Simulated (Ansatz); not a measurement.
`[CH3][Zn][Se]C` at its PBE0-D4/def2-TZVP geometry, where that method's forces vanish. Charge 0, multiplicity 1.

```csv
atom,x (Å),y (Å),z (Å)
C1,-1.116,0.262,2.233
Zn2,-0.899,-0.101,0.340
Se3,-0.658,-0.535,-1.903
C4,1.273,-0.198,-2.079
H5,-0.144,0.427,2.703
H6,-1.728,1.153,2.387
H7,-1.599,-0.581,2.732
H8,1.846,-0.880,-1.455
H9,1.511,0.835,-1.834
H10,1.515,-0.381,-3.124
```

(1) For each bond, give half the difference of the two atoms' forces along it (eV/Å; positive pushes the atoms apart) under PBE-D4, r2SCAN-D4, B3LYP-D4, ωB97M-V in def2-TZVPP. (Best estimate.)

Answers

(1) Ansatz gave: 
```csv
bond,length (Å),PBE-D4,r2SCAN-D4,B3LYP-D4,ωB97M-V
C1–Zn2,1.940,-0.08,-0.07,0.12,0.04
C1–H5,1.092,0.13,0.01,-0.07,-0.05
C1–H6,1.092,0.12,0.01,-0.07,-0.05
C1–H7,1.092,0.12,0.01,-0.07,-0.04
Zn2–Se3,2.297,0.05,-0.07,0.05,-0.08
Se3–C4,1.968,0.21,0.20,0.33,0.06
C4–H8,1.087,0.08,-0.05,-0.09,-0.06
C4–H9,1.087,0.08,-0.05,-0.09,-0.06
C4–H10,1.089,0.11,-0.04,-0.10,-0.06
```

B3LYP here is the variant with VWN-RPA as its local correlation; programs differ in this.
